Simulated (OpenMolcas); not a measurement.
V3+ among 6 point charges of -1 e arranged as an octahedron (Oh).

```
Program             : OpenMolcas 26.06
Method              : CASSCF
Basis               : ANO-RCC-VDZP [5s4p2d1f]
Scalar Hamiltonian  : DKH2, point nucleus
Active space        : 2 electrons in 5 orbitals (3d)
State averaging     : 2S+1 = 3 even, 10 roots; 2S+1 = 1 even, 15 roots
Spin-orbit coupling : state interaction with AMFI integrals over the reference wave functions
```

All point charges move together. At R = 2.01 Å |10Dq| is 2841 cm-1, and at R = 2.12 Å it is 2186 cm-1.

Problem. A third run gives 4705 cm-1. What distance was it run at?

Solution. With a power law R^-n the two known points give n = -ln(2186 / 2841) / ln(2.12 / 2.01) = 4.92. Then R = 2.01 × (2841 / 4705)^(1/4.92) = 1.814 Å. The run was at 1.81 Å, so the estimate is off by +0.004 Å.

An orbital triplet at a regular site is open to Jahn-Teller coupling, which can distort the site and quench the lowest spin-orbit gaps and is left out. Without dynamic correlation the repulsion within the d shell is too large (B by tens of per cent), so at a given field states of lower spin stand too high. This field is weak: 10Dq is about 4705 cm-1, while octahedral complexes of 3d ions of charge 3 and more, computed by the same method with explicit ligands, had a median near 15000 cm-1. Ground spin and moment need not be those of a real site (figures for R = 1.81; the like holds for R = 2.01, R = 2.12). The ground term spreads over less than 5000 cm-1, several times less than with real ligands, so orbital moments are less quenched and χT lies further from the spin-only value than at real sites (holds for R = 2.12). This is an electrostatic model: the charges have no orbitals. No measured value stands beside these numbers.
